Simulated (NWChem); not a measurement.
System: CAgClO; SMILES [O+]#[C-]->[Ag][Cl]

Here is an NWChem input.

```
start job
memory heap 200 mb stack 900 mb global 1100 mb
geometry units angstroms
  Ag     0.002994    -0.017970     0.014513
  Cl    -0.185778     1.575008    -1.427371
  O      0.263934    -2.280291     2.078869
  C      0.169901    -1.450132     1.313694
end
basis spherical
  * library def2-svp
end
ecp
  Ag library def2-ecp
end
dft
  xc xpbe96 cpbe96
  disp vdw 4
  iterations 150
end
driver
  maxiter 120
end
task dft optimize
dft
  grid fine
  convergence energy 1d-8 density 1d-7
end
task dft freq numerical
```

def2 effective core potentials on Ag; no spin-orbit coupling.

The level has its own optimisation; frequencies are unscaled.

Problem. Predict the main results of this run. (PBE-D3(BJ)/def2-SVP with def2 effective core potentials on Ag.) Quantities: r Ag–Cl (Å); r Ag–C (Å); r C–O (Å); highest harmonic frequency (cm⁻¹); lowest (cm⁻¹); zero-point energy (kcal/mol).

Solution. r Ag–Cl (Å): 2.267
r Ag–C (Å): 1.970
r C–O (Å): 1.145
highest harmonic frequency (cm⁻¹): 2141
lowest (cm⁻¹): 66
zero-point energy (kcal/mol): 5.1
